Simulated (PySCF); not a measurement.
Structure problem from calculated spectra and properties.

Formula: C5H7NO2S2.

| Item | Value |
| --- | --- |
| NMR, other nuclei | isotropic shieldings of nuclei other than C and H, by class: 192 (1 N), 118 (2 O), 223 (1 S), 313 (1 S) ppm [GIAO PBE0/pcSseg-1] |
| Dipole | 6.43 D [PBE0/pcSseg-1] |
| 1H NMR | chemical shifts (computed TMS as zero) by class: 7.25 (1 H), 6.01 (1 H), 3.93 (2 H), 2.73 (3 H) ppm [GIAO PBE0/pcSseg-1] |
| 13C NMR | chemical shifts (computed TMS as zero) by class: 168.7 (1 C), 137.9 (1 C), 133.8 (1 C), 105.5 (1 C), 52.9 (1 C) ppm [GIAO PBE0/pcSseg-1] |
| Rotational structure | rotational constants A, B, C: 2.399, 0.644, 0.577 GHz [GFN2-xTB] |

The electronic properties come from PySCF, for the isolated species, density fitting. Levels stand in brackets. Isolated species at its GFN2-xTB geometry (one conformer only). NMR values are class means; diastereotopic atoms form classes of their own.

**Question.** Give a SMILES that accounts for the data.

**Answer.** Numbering: `[CH3:1][S:2](=[O:3])(=[O:4])[c:5]1[cH:6][cH:7][c:8]([NH2:9])[s:10]1`. 5 carbons fall into 5 classes; from least to most shielded: aromatic carbon bearing nitrogen [C8] (168.7 ppm), aromatic CH carbon [C6] (137.9 ppm), substituted aromatic carbon [C5] (133.8 ppm), aromatic CH carbon [C7] (105.5 ppm), S-methyl carbon [C1] (52.9 ppm). Hydrogen classes from least to most shielded: 1 H on an aromatic CH carbon, C6 (7.25 ppm), 1 H on an aromatic CH carbon, C7 (6.01 ppm), 2 H on an aniline-type nitrogen, N9 (3.93 ppm), 3 H on an S-methyl carbon, C1 (2.73 ppm). The other shieldings belong to: 192 ppm, aniline-type nitrogen [N9]; 118 ppm, sulfonyl oxygen [O3/O4]; 223 ppm, sulfonyl sulfur [S2]; 313 ppm, thiophene-type sulfur [S10]. The optimised geometry has point group C1 and is an asymmetric top. Structure: `CS(=O)(=O)c1ccc(N)s1`. Computed isomers that give other values at the same levels: `C=NC1=CSCS(=O)(=O)C1` (13C chemical shifts (computed TMS as zero) by class: 160.0 (1 C), 155.2 (1 C), 106.1 (1 C), 61.9 (1 C), 58.7 (1 C) ppm). The assignments are read from this structure; whether some other isomer fits the data as well wasn't checked.

Conformer computed: `[CH3:1][S:2](=[O:3])(=[O:4])[c:5]1[cH:6][cH:7][c:8]([NH2:9])[s:10]1`: C1–S2–C5–C6 -107°, H–N9–C8–C7 -24°, H–N9–C8–C7 -164°.
